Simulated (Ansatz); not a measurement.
Consider the silylene loss: `[SiH3]B1OCO1` → `B1OCO1` + `[SiH2]`.

Gas-phase electronic energies from Ansatz, PBE0-D4/def2-TZVP geometries. CCSD(T)/CBS adds triple-zeta CCSD(T) − MP2 to the extrapolated MP2 energy (def2 sets, frozen cores). This one scheme is used for every species. DFT in def2-TZVPP. B3LYP here is the variant with VWN-RPA as its local correlation; programs differ in this.

`[SiH3]B1OCO1`:

```xyz
10

Si   -1.819   -0.029    0.630
B     0.084   -0.014   -0.035
O     1.270   -0.383    0.581
C     1.863    0.026   -0.646
O     0.625    0.391   -1.246
H    -2.135    1.278    1.268
H    -2.761   -0.244   -0.500
H    -2.008   -1.105    1.637
H     2.349   -0.802   -1.168
H     2.531    0.881   -0.520
```

`B1OCO1`:

```xyz
7

B     0.624   -0.563    0.654
O     0.180    0.742    0.731
C    -0.473    0.427   -0.496
O     0.010   -0.914   -0.532
H     1.319   -1.189    1.383
H    -0.099    1.024   -1.330
H    -1.561    0.473   -0.410
```

`[SiH2]`:

Cartesian coordinates in Å:
```
Si -0.191 -0.480 -0.489
H 0.387 0.930 -0.547
H -0.196 -0.450 1.036
```

| level | ΔE (kcal/mol) |
| --- | --- |
| PBE0-D4 | 56.3 |
| ωB97X-V | 55.2 |
| ωB97M-V | 50.6 |
| B3LYP | 49.0 |
| CCSD/def2-TZVPP | 49.9 |
| CCSD(T)/def2-TZVPP | 51.1 |
| HF/def2-QZVPP | 46.5 |
| MP2/CBS(def2) | 55.4 |

Task: What does CCSD(T)/CBS give? (Best estimate.)

Result: Ansatz gave: +52.2 kcal/mol. The listed levels differ from it by 4.1, 3.0, -1.6, -3.2, -2.3, -1.1, -5.7, 3.2 kcal/mol.

Largest T1 diagnostic among the species: 0.015.

From PBE to PBE0 (25 % exact exchange), in def2-TZVPP and without D4, ΔE moves by +1.2 kcal/mol. In def2-TZVPP, CCSD(T) changes the Hartree–Fock value by +4.6 kcal/mol (the triples alone add +1.3 kcal/mol) and MP2 by +7.8 kcal/mol. The D4 term adds +2.5 kcal/mol with B3LYP and +1.4 kcal/mol with PBE0; it sums over pairs of atoms, weighted by their polarisabilities, and B3LYP, whose exchange is more repulsive, gets the larger term.
